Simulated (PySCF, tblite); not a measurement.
Isomers of C5H8O3Si. Computed values, GFN2-xTB/tblite, gas phase, harmonic and unscaled. The method is semi-empirical: single wavenumbers can be off by several per cent or more. Modes of hydrogen on silicon can be 10 to 20 % off. One conformer each.

Electronic energies: PBE0/pcSseg-1 single points on the GFN2-xTB geometries (PySCF, gas phase).

| SMILES | electronic energy, lowest = 0 (kJ/mol) |
| --- | --- |
| C#CC(=O)O[Si@H](C)OC | 0.0 |
| COc1occc1[SiH2]O | 21.1 |
| CO[C@@H]1CC(=O)[SiH2]C1=O | 170.1 |

Q: How do GFN2-xTB zero-point energies change the relative energies?

A: 
```csv
SMILES,ZPE (kJ/mol),of it from modes above 1550 cm⁻¹,electronic (kJ/mol),"with ZPE, lowest = 0 (kJ/mol)",lowest mode (cm⁻¹),rings
C#CC(=O)O[Si@H](C)OC,311.7,165.8,0.0,0.0,38,0
COc1occc1[SiH2]O,313.9,149.7,21.1,23.3,14,1
CO[C@@H]1CC(=O)[SiH2]C1=O,313.3,155.2,170.1,171.6,53,1
```

The zero-point energies span 2.2 kJ/mol, from `C#CC(=O)O[Si@H](C)OC` to `COc1occc1[SiH2]O`. The order is unchanged.

Q: And how do the electronic energies of GFN2-xTB itself compare?

A: `C#CC(=O)O[Si@H](C)OC` 55.8; `COc1occc1[SiH2]O` 0.0; `CO[C@@H]1CC(=O)[SiH2]C1=O` 263.1 kJ/mol, lowest = 0. Against the energies above, taken from the same isomer `C#CC(=O)O[Si@H](C)OC`, the largest difference is 76.9 kJ/mol.
